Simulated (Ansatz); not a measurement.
Computed with Ansatz on PBE0-D4/def2-TZVP structures; ΔE is electronic, products minus reactants. CCSD(T)/CBS is the MP2 limit (def2-TZVPP, def2-QZVPP) plus CCSD(T) − MP2 in def2-TZVPP, frozen cores. This one scheme is used for every species. DFT in def2-TZVPP. B3LYP here is the variant with VWN-RPA as its local correlation; programs differ in this. def2 core potentials past Kr. For Sn outer-core shells are correlated without core-valence functions, which leaves a few kJ/mol of doubt a bond. Each species was taken in one conformer, which may not be the lowest.

`OB[O][SnH3]` + `CCS` → `CC[S][SnH3]` + `OBO`  (ligand exchange at the Sn–O bond)

`OB[O][SnH3]`:

Z-matrix (Å, degrees):
```
Sn
O 1 1.992
H 1 1.701 2 107.9
H 1 1.702 2 101.7 3 -118.5
H 1 1.701 2 107.9 3 123.0
B 2 1.339 1 121.4 3 -61.4
O 6 1.375 2 118.9 1 0.0
H 6 1.203 2 120.6 1 180.0
H 7 0.958 6 113.6 2 180.0
```

`CCS`:

```xyz
9

C    -0.106   -0.183   -0.940
C     0.448    0.385    0.350
S     0.038   -0.587    1.824
H     0.233   -1.209   -1.092
H     0.215    0.419   -1.794
H    -1.199   -0.190   -0.928
H     1.540    0.392    0.333
H     0.126    1.417    0.503
H    -1.295   -0.444    1.744
```

`CC[S][SnH3]`:

Z-matrix (Å, degrees):
```
C
C 1 1.514
H 1 1.093 2 111.6
H 1 1.091 2 110.9 3 -120.1
H 1 1.094 2 110.4 3 119.6
S 2 1.824 1 114.5 3 64.8
H 2 1.092 1 111.4 3 -59.5
H 2 1.093 1 110.5 3 -178.2
Sn 6 2.396 2 100.7 1 -69.9
H 9 1.702 6 106.4 2 -161.2
H 9 1.709 6 111.7 2 78.5
H 9 1.709 6 107.2 2 -41.2
```

`OBO`:

Z-matrix (Å, degrees):
```
B
O 1 1.353
O 1 1.364 2 119.3
H 1 1.198 2 118.4 3 180.0
H 2 0.963 1 112.3 3 0.0
H 3 0.958 1 113.2 2 180.0
```

| level | ΔE (kcal/mol) | difference from CCSD(T)/CBS |
| --- | --- | --- |
| PBE-D4 | -8.1 | -1.7 |
| r2SCAN-D4 | -6.5 | -0.1 |
| PBE0-D4 | -8.5 | -2.1 |
| B3LYP-D4 | -6.5 | -0.1 |
| ωB97X-V | -5.4 | 1.0 |
| ωB97M-V | -6.3 | 0.1 |
| B2PLYP | -5.4 | 1.0 |
| PBE | -7.3 | -0.9 |
| r2SCAN | -6.3 | 0.1 |
| PBE0 | -7.8 | -1.4 |
| B3LYP | -5.3 | 1.1 |
| HF/def2-TZVPP | -4.2 | 2.2 |
| MP2/def2-TZVPP | -6.9 | -0.5 |
| SCS-MP2/def2-TZVPP | -5.3 | 1.1 |
| CCSD/def2-TZVPP | -5.4 | 1.0 |
| CCSD(T)/def2-TZVPP | -5.6 | 0.8 |
| HF/def2-QZVPP | -3.7 | 2.7 |
| MP2/def2-QZVPP | -7.2 | -0.8 |
| SCS-MP2/def2-QZVPP | -5.6 | 0.8 |
| HF/CBS(def2) | -3.7 | 2.7 |
| MP2/CBS(def2) | -7.7 | -1.3 |
| CCSD/CBS(def2) | -6.2 | 0.2 |
| CCSD(T)/CBS | -6.4 | 0 |

Largest T1 diagnostic among the species: 0.014.

The D4 term adds −1.2 kcal/mol with B3LYP and −0.7 kcal/mol with PBE0; it sums over pairs of atoms, weighted by their polarisabilities, and B3LYP, whose exchange is more repulsive, gets the larger term. In def2-TZVPP, CCSD(T) changes the Hartree–Fock value by −1.5 kcal/mol (the triples alone add −0.3 kcal/mol) and MP2 by −2.7 kcal/mol.
